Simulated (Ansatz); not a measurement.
```xyz
5

C     0.0000    0.0000    0.0000
H     0.5833    0.5833    0.5833
H     0.5833   -0.5833   -0.5833
H    -0.5833    0.5833   -0.5833
H    -0.5833   -0.5833    0.5833
```

Basis set: cc-pVDZ (spherical functions). Correlated methods keep 1 orbital frozen. Charge 0, multiplicity 1.

Computed with Ansatz (development build ahead of 0.2.0); each method stands on the lowest determinant of its kind that the runs found. Restricted open shells among the atoms or ions are ROHF, correlated in semicanonical orbitals with singles.

(1) Give the atomization energy at this shape (free ground-state atoms in the same class of orbitals less the molecule, no zero-point energy) of singlet CH₄ by RHF-MP2, RHF.

## Answers

(1)

| method | atomization energy |
| --- | --- |
| RHF-MP2 | 16.35 eV |
| RHF | 13.57 eV |

Caution: the shape is not the minimum.
